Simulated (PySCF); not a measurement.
## Adding and removing an electron: TlI

PBE; Tl def2-SVP with ECP60, I def2-SVP with ECP28; scalar-relativistic core potentials (PySCF 2.14). Neutral (UKS): singlet (closed shell), Re = 2.885 Å, ωe = 146 cm⁻¹, De = 3.68 eV, HOMO -5.77 eV, LUMO -2.55 eV.

TlI⁺ (UKS): doublet (π ↑), Re = 3.395 Å, ωe = 70.4 cm⁻¹. The energies at the minima are -470.32085 hartree for TlI and -470.00561 for TlI⁺.

Problem. Work out the adiabatic ionisation energy, without and with harmonic zero-point energies (1 hartree = 27.2114 eV, 1 eV = 8065.5 cm⁻¹), and the change of the bond length.

Solution. At PBE: 0.31524 hartree = 8.578 eV between the minima; the zero-point term (70.4 − 146.0)/2 cm⁻¹ = -0.005 eV makes it 8.573 eV. Re changes by +51.0 pm against the neutral. Minus the HOMO energy is 5.77 eV, -2.81 eV from the value between the minima; self-interaction puts the Kohn–Sham level too high, less so with exact exchange. The electron leaves a π orbital, and the ion is left as a loose complex of an ion and an atom.

Spin–orbit coupling is left out, which matters for elements this heavy, above all for dissociation energies. States were picked by a PBE0 search and need not be the measured ground states.
